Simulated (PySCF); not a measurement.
CH₆BClSi. Atoms are numbered in the order given.

```xyz
10

B     -0.0129    -0.2237     0.3632
Cl     1.6347    -0.2763    -0.2878
C     -0.3494    -0.9844     1.6829
H     -1.0862    -1.7769     1.4471
H     -0.8731    -0.3152     2.3893
H      0.5143    -1.4449     2.1846
Si    -1.3627     0.8467    -0.7156
H     -2.7373     0.7957    -0.1288
H     -1.4327     0.3297    -2.1168
H     -0.9376     2.2794    -0.7774
```

Geometry: B3LYP-D3(BJ)/def2-SVP. This is a generated structure with no PubChem entry under its InChIKey; it may be hypothetical.

Calculation: CAM-B3LYP/def2-TZVP (PySCF).

Gas-phase values at a fixed geometry.

```yaml
total_energy: -816.30599 hartree
highest_occupied_level: -9.21 eV
lowest_empty_level: -0.64 eV
orbital_gap: 8.58 eV
dipole_moment: 1.39 D
quadrupole, principal values (traceless, Buckingham form, about the centre of nuclear charge): -3.46, 1.51, 1.95 D·Å
mean_static_polarisability: 66.8 bohr³ (9.89 Å³)
polarisability_principal_values: 54.5, 69.5, 76.3 bohr³
```
